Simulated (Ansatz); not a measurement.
## Reading a saddle point

A first-order saddle point of TiH3Cl3O, singlet, PBE0-D4/def2-TZVP, with one imaginary mode of 1248i cm⁻¹:

```
8
angstrom
Ti -0.2604 0.2046 -0.4909
O 0.0982 -0.1044 1.4524
Cl 0.5509 -0.2237 -2.4838
Cl -1.9159 -1.2454 -0.4433
Cl -0.9294 2.2565 -0.5371
H 1.1286 -0.0883 0.7850
H 1.5458 0.1363 -0.1045
H -0.2177 -0.9357 1.8222
```

Ansatz 0.2.0; basis: def2-TZVPP and def2-QZVPP; cores frozen in the correlated methods. Extrapolation: Hartree–Fock as exp(−7.88 √X), correlation as X^−2.97.

Task: Which contacts change along the imaginary mode, and what lies on either side? (Judge from chemistry; the calculation decides.)

Result: Computed: The step is TiHCl₃O ([OH][Ti]([Cl])([Cl])[Cl]) + H₂ → TiHCl₃ ([Cl][TiH]([Cl])[Cl]) + H₂O (still joined by a long Ti–O bond), with the molecules in contact on both sides. Shortening one way: Ti1–H7, O2–H6; lengthening the same way: Ti1–O2, H6–H7.
```json
{"pair": "Ti1–H7", "one side (Å)": "3.66", "saddle (Å)": "1.85", "other side (Å)": "1.67"}
{"pair": "O2–H6", "one side (Å)": "3.34", "saddle (Å)": "1.23", "other side (Å)": "0.96"}
{"pair": "Ti1–O2", "one side (Å)": "1.75", "saddle (Å)": "2.00", "other side (Å)": "2.21"}
{"pair": "H6–H7", "one side (Å)": "0.75", "saddle (Å)": "1.01", "other side (Å)": "2.28"}
```

Task: Which side is lower, and how far does the saddle lie above each? (An estimate is asked for; the value comes from the calculation.)

Result: Computed: The side with Ti1–O2, H6–H7 short is lower by 85.0 kJ/mol; the saddle lies 157.5 kJ/mol above it and 72.5 kJ/mol above the other (CCSD(T) at an estimated basis limit (MP2 extrapolated from triple and quadruple zeta, plus CCSD(T) − MP2 in triple zeta); electronic energies).

T1 diagnostic: at most 0.026. The T1 diagnostic is large here, which may signal multireference character or strong orbital relaxation, so CCSD(T) is less sure. The restricted Hartree–Fock reference is unstable towards an unrestricted one at one or more of these structures.

Labels in which every atom is bracketed show which atoms are joined, not bond orders.

For scale, one of the runs: CCSD(T)/def2-TZVPP, 263 basis functions, launched by `ansatz run in.yaml --threads 8 --pin off --events-out ev --progress --plain --max-ram 19148MiB`. Hardware: 8 CPU threads of an Arm Neoverse V2, shared host. Wall time 3.1 min; peak host memory 6.3 GiB.
